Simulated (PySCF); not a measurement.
`InChI=1S/C7H7F/c1-2-3-6-4-7(8)5-6/h2-4H,1,5H2/b6-3-`

Molfile (atoms numbered from 1):
```
C7H7F
     RDKit          3D

 15 15  0  0  0  0  0  0  0  0999 V2000
    2.9719   -0.1561   -0.5766 C   0  0  0  0  0  0  0  0  0  0  0  0
    1.7537   -0.2143   -0.0455 C   0  0  0  0  0  0  0  0  0  0  0  0
    0.5626    0.2214   -0.7316 C   0  0  0  0  0  0  0  0  0  0  0  0
   -0.6589    0.1677   -0.1990 C   0  0  0  0  0  0  0  0  0  0  0  0
   -2.0071    0.5217   -0.6327 C   0  0  0  0  0  0  0  0  0  0  0  0
   -2.5238    0.1158    0.5344 C   0  0  0  0  0  0  0  0  0  0  0  0
   -3.7540    0.0700    1.0432 F   0  0  0  0  0  0  0  0  0  0  0  0
   -1.2164   -0.3051    1.1465 C   0  0  0  0  0  0  0  0  0  0  0  0
    3.1346    0.2286   -1.5701 H   0  0  0  0  0  0  0  0  0  0  0  0
    3.8445   -0.4872   -0.0409 H   0  0  0  0  0  0  0  0  0  0  0  0
    1.6131   -0.6037    0.9540 H   0  0  0  0  0  0  0  0  0  0  0  0
    0.6866    0.6107   -1.7338 H   0  0  0  0  0  0  0  0  0  0  0  0
   -2.4057    0.9408   -1.5353 H   0  0  0  0  0  0  0  0  0  0  0  0
   -1.1105   -1.3698    1.3500 H   0  0  0  0  0  0  0  0  0  0  0  0
   -0.8951    0.2676    2.0155 H   0  0  0  0  0  0  0  0  0  0  0  0
  1  2  2  0
  2  3  1  0
  3  4  2  0
  4  5  1  0
  5  6  2  0
  6  7  1  0
  6  8  1  0
  8  4  1  0
  1  9  1  0
  1 10  1  0
  2 11  1  0
  3 12  1  0
  5 13  1  0
  8 14  1  0
  8 15  1  0
M  END
```

Computed with GIAO CAM-B3LYP/pcSseg-1 magnetisability, rotational g tensor and spin-rotation constants, non-relativistic, gas phase in PySCF. Geometry: GFN2-xTB.

(1) Give the nuclear spin-rotation constants along the inertial axes (H = +C I·J) beside the isotropic shieldings.

(2) How do the rotational constants and the g tensor change when H9, H10, H11, H12, H13, H14, H15 are replaced by deuterium?

Results:

(1) Rotational constants 9.5786, 0.8903, 0.8188 GHz. A star marks the isotopologue with that one atom substituted, in its own axes.
| atom | isotope | Caa (kHz) | Cbb (kHz) | Ccc (kHz) | mean (kHz) | σ (ppm) |
| --- | --- | --- | --- | --- | --- | --- |
| F7 | 19F | 12.876 | 1.551 | 0.429 | 4.952 | 261.2 |
| H9 | 1H | -0.738 | 0.062 | -0.098 | -0.258 | 26.4 |
| H10 | 1H | -0.116 | 0.000 | -0.095 | -0.071 | 26.5 |
| H11 | 1H | -0.791 | 0.084 | -0.098 | -0.268 | 25.3 |
| H12 | 1H | -0.773 | 0.078 | -0.099 | -0.265 | 25.6 |
| H13 | 1H | -0.895 | 0.067 | -0.099 | -0.309 | 26.5 |
| H14 | 1H | -1.044 | -0.042 | -0.012 | -0.366 | 28.5 |
| H15 | 1H | -1.044 | -0.042 | -0.012 | -0.366 | 28.5 |
| C1 | 13C* | 3.038 | 0.401 | 0.113 | 1.184 | 61.8 |
| C2 | 13C* | 3.388 | 0.463 | 0.111 | 1.321 | 40.4 |
| C3 | 13C* | 3.126 | 0.397 | 0.127 | 1.216 | 59.2 |
| C4 | 13C* | 3.700 | 0.436 | 0.102 | 1.413 | 43.6 |
| C5 | 13C* | 3.960 | 0.266 | 0.148 | 1.458 | 64.9 |
| C6 | 13C* | 5.188 | 0.327 | 0.210 | 1.908 | 5.7 |
| C8 | 13C* | 1.509 | 0.166 | 0.157 | 0.611 | 144.1 |

For the geometry as given, no vibrational averaging.

(2) Constants 7.1705, 0.8203, 0.7430 GHz; g -0.0846, -0.0146, -0.0030, against -0.1130, -0.0158, -0.0032 before.
